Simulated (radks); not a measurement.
Results of a calculation; reference values are marked as such.
Ionisation ladder of carbon, from C to C5+. Each ion is in the ground configuration listed by NIST, and IE = E(next ion) - E(this ion), with E = 0 for the bare nucleus. Level of theory: non-relativistic Kohn-Sham, PBE, spin-polarised, spherical densities, point nucleus; open shells are filled with parallel spins first (a radial shooting solver on a logarithmic mesh with Libxc functionals).

species  configuration  IE, Delta-SCF (eV)  -e(HOMO) (eV)   HOMO  <r> HOMO (bohr)  IE, NIST (eV)    kind  error (eV)
C         [He] 2s2 2p2              11.675          6.099  2p up             1.75         11.260    exp.      +0.415
C+        [He] 2s2 2p1              24.586         17.730  2p up             1.49         24.383    exp.      +0.203
C2+           [He] 2s2              47.106         40.361     2s             1.36         47.888    exp.      -0.782
C3+           [He] 2s1              64.921         57.688  2s up             1.27         64.494    exp.      +0.427
C4+               [He]              391.21         357.58     1s            0.268         392.09  theory        -0.9
C5+                1s1              488.92         451.84  1s up            0.251         489.99  theory        -1.1

Reference values: NIST Atomic Spectra Database (exp. = measured, semi-emp. = semi-empirical, theory = theoretical value adopted there). The ionisation energy per charge of the ion left behind rises most, in proportion, at C4+ ([He]), from 16.230 to 78.241 eV. Against the entries that are not theoretical the mean signed error is +0.9 % and the largest +3.7 %. Open shells are spherical and high-spin; term and fine-structure splittings are not resolved.
